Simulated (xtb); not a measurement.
HfO, singlet, at a GFN2-xTB geometry (such geometries of metal compounds can be far from the true shape). Base run: GFN0-xTB in xtb 6.7.1.

xtb was given this input:
```
$ xtb mol.xyz --gfn 0 --json

# file mol.xyz
2

Hf    -0.00000000    -0.00000000    -0.17306172
O      0.00000000     0.00000000     1.55755544
```

Each row names what was changed in the base input (with any setting that the change needs).

```csv
change,ΔE vs base (mEh),HOMO-LUMO gap (eV)
base,0.000,0.48
etemp = 5000,(withheld),0.48
etemp = 3000,(withheld),0.48
acc = 0.0001,0.000,0.48
etemp = 10,0.000,0.48
etemp = 1000,-1.062,0.48
etemp = 10000,-129.2,0.48
```

Task: What belongs in the gaps?

Result: 
- etemp = 5000, ΔE vs base (mEh): -44.422
- etemp = 3000, ΔE vs base (mEh): -18.489
